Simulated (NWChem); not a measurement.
System: C₂H₂Br₂; SMILES C=C(Br)Br

Input file for NWChem:

```
start job
memory heap 200 mb stack 900 mb global 1100 mb
geometry units angstroms noautosym nocenter noautoz
  C      0.000000     0.000000    -2.047359
  C      0.000000     0.000000    -0.705146
  Br    -1.599877     0.000000     0.312977
  Br     1.599877     0.000000     0.312977
  H      0.947777     0.000000    -2.604666
  H     -0.947777     0.000000    -2.604666
end
basis spherical
  * library def2-tzvp
end
dft
  xc xpbe96 cpbe96
  iterations 150
end
property
  efieldgrad
end
task dft property
```

Structure relaxed at the PBE-D3(BJ)/def2-SVP level.

Vzz is the largest principal value of the second derivative of the potential at the nucleus (NWChem prints the opposite sign); η is the asymmetry. Non-relativistic.

Atoms are numbered as in the input.

Problem. What results follow from this input? (PBE/def2-TZVP.) Quantities: Vzz Br4 (a.u.); η Br4.

Solution. 
```json
{
  "Vzz Br4 (a.u.)": "7.538",
  "η Br4": "0.08"
}
```
